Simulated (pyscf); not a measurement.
## H₂N–SiH•–Cl (SMILES N[SiH]Cl), doublet

Gas-phase minimum from PySCF at ωB97X-D3(BJ)/def2-SVP, one conformer. Other isomers of H₂N–SiH•–Cl were not searched in full and may lie lower. 

```
Si
N 1 1.7206
H 2 1.0140 1 123.07
H 2 1.0144 3 112.64 1 -161.33
H 1 1.4972 2 105.88 3 177.31
Cl 1 2.0857 5 109.10 2 118.33
```
Charge 0, spin multiplicity 2.

Properties at ωB97X-D3(BJ)/def2-SVP:

```json
{
 "harmonic_wavenumbers_unscaled": "98, 253, 358, 532, 640, 711, 871, 896, 1539, 2200, 3624, 3728 cm⁻¹",
 "zero_point_energy": "22.1 kcal/mol",
 "rotational_symmetry_number": "1",
 "Entropy of this conformer at 298 K and 1 atm, rigid rotor and harmonic oscillator, modes under 100 cm⁻¹ raised to 100": "305.0 J/(mol K)",
 "dipole_moment": "2.79 D",
 "Spin expectation value S2": "0.752"
}
```

Single-point totals, which compare only within one level (frozen core for MP2 and CC):

| level | total energy (hartree) |
|---|---|
| ωB97X-D3(BJ)/def2-TZVP | -806.37331 |
| PBE/def2-TZVP | -805.92171 |
| r²SCAN/def2-TZVP | -806.24206 |
| B3LYP-D3(BJ)/def2-TZVP | -806.37324 |
| PBE0-D3(BJ)/def2-TZVP | -805.99386 |
| M06-2X/def2-TZVP | -806.26637 |
| ωB97M-D3(BJ)/def2-TZVP | -806.43040 |
| UHF/def2-TZVPP | -804.72158 |
| MP2/def2-TZVPP | -805.22617 |
| CCSD/def2-TZVPP | -805.26155 |
| CCSD(T)/def2-TZVPP | -805.28324 |

Soft torsions are taken as harmonic, which can shift the entropy by several J/(mol K). The CCSD(T) − MP2 part came from Ansatz, without density fitting, on the same reference.
